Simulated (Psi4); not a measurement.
Psi4 input (wB97X-D/6-31G*):

```
memory 1500 MB

molecule {
0 1
P    -0.00000000    0.00000000    0.00000000
H     0.00762300   -0.00624800    1.47869600
H    -0.00762300    0.00624800   -1.47869600
H     1.42511300    0.00614500   -0.00732100
H    -0.71785200    1.23111700    0.00890200
H    -0.70726200   -1.23726200   -0.00158200
symmetry c1
no_reorient
no_com
}

set {
  basis 6-31G*
  reference rks
  scf_type pk
  dft_radial_points 99
  dft_spherical_points 590
  e_convergence 1e-8
  d_convergence 1e-7
  maxiter 150
}

e = energy('wb97x-d')
print_out(f'\nFINAL {e:.10f} DIPOLE {variable("CURRENT DIPOLE")[0]:.6f} {variable("CURRENT DIPOLE")[1]:.6f} {variable("CURRENT DIPOLE")[2]:.6f}\n')
```

From the output:

```
    One-Electron Energy =                -533.3295979701076703
    Two-Electron Energy =                 177.2846485864330361
    DFT Exchange-Correlation Energy =     -17.9891831678589824
    Empirical Dispersion Energy =          -0.0013582058931696
    VV10 Nonlocal Energy =                  0.0000000000000000
    Total Energy =                       -344.2224620910571957

Computation Completed

Properties will be evaluated at   0.000000,   0.000000,   0.000000 [a0]

Properties computed using the SCF density matrix

 Multipole Moments:

 ------------------------------------------------------------------------------------
     Multipole            Electronic (a.u.)      Nuclear  (a.u.)        Total (a.u.)
 ------------------------------------------------------------------------------------

 L = 1.  Multiply by 2.5417464519 to convert [e a0] to [Debye]
 Dipole X            :         -0.0000014           -0.0000019           -0.0000033
 Dipole Y            :         -0.0000106            0.0000000           -0.0000106
 Dipole Z            :          0.0000023           -0.0000019            0.0000004
 Magnitude           :                                                    0.0000110

 ------------------------------------------------------------------------------------

FINAL -344.2224620911 DIPOLE -0.000003 -0.000011 0.000000

*** Psi4 exiting successfully. Buy a developer a beer!
```

The geometry given is a B3LYP-D3(BJ)/def2-TZVP minimum.
